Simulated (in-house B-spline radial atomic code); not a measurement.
Orbital energies and mean radii along the 18-electron series, configuration [Ne] 3s2 3p6. The effective charge is n√(-2ε), a non-relativistic measure. Computed with an all-electron radial atomic-structure program (B-spline basis): Dirac-Hartree-Fock, average of the configuration, finite nuclei.

| ion | Z | energy of 2p3/2 (Eh) | mean radius of 2p3/2 (bohr) | energy of 2p1/2 (Eh) | mean radius of 2p1/2 (bohr) | effective charge of 2p3/2 |
| --- | --- | --- | --- | --- | --- | --- |
| Ar | 18 | -9.5471 | 0.37534 | -9.632 | 0.37305 | 8.7394 |
| K+ | 19 | -11.709 | 0.34938 | -11.818 | 0.34703 | 9.6783 |
| Ca2+ | 20 | ? | ? | ? | ? | ? |
| Sc3+ | 21 | -16.844 | 0.30685 | -17.018 | 0.30435 | 11.608 |
| Ti4+ | 22 | ? | ? | ? | ? | ? |
| V5+ | 23 | -23.023 | 0.27347 | -23.289 | 0.27081 | 13.571 |
| Cr6+ | 24 | -26.498 | 0.25933 | -26.821 | 0.25659 | 14.56 |
| Mn7+ | 25 | -30.228 | 0.24657 | -30.618 | 0.24374 | 15.551 |
| Fe8+ | 26 | ? | ? | ? | ? | ? |
| Co9+ | 27 | -38.45 | 0.22444 | -39.003 | 0.22145 | 17.538 |
| Ni10+ | 28 | -42.94 | 0.21479 | -43.592 | 0.21171 | 18.534 |
| Cu11+ | 29 | -47.683 | 0.20592 | -48.447 | 0.20275 | 19.531 |
| Zn12+ | 30 | -52.679 | 0.19775 | -53.569 | 0.19449 | 20.529 |
| Ga13+ | 31 | -57.927 | 0.19019 | -58.959 | 0.18685 | 21.527 |

Q: Fill in the row of Ca2+.

A: energy of 2p3/2 (Eh): -14.144; mean radius of 2p3/2 (bohr): 0.32676; energy of 2p1/2 (Eh): -14.283; mean radius of 2p1/2 (bohr): 0.32433; effective charge of 2p3/2: 10.637.

Q: Fill in the row of Ti4+.

A: energy of 2p3/2 (Eh): -19.804; mean radius of 2p3/2 (bohr): 0.28921; energy of 2p1/2 (Eh): -20.021; mean radius of 2p1/2 (bohr): 0.28663; effective charge of 2p3/2: 12.587.

Q: Fill in the row of Fe8+.

A: energy of 2p3/2 (Eh): -34.212; mean radius of 2p3/2 (bohr): 0.23499; energy of 2p1/2 (Eh): -34.678; mean radius of 2p1/2 (bohr): 0.23208; effective charge of 2p3/2: 16.544.

Q: How does the screening of 2p3/2 change?

A: Z less the effective charge goes from 9.26 at Z = 18 to 9.47 at Z = 31.
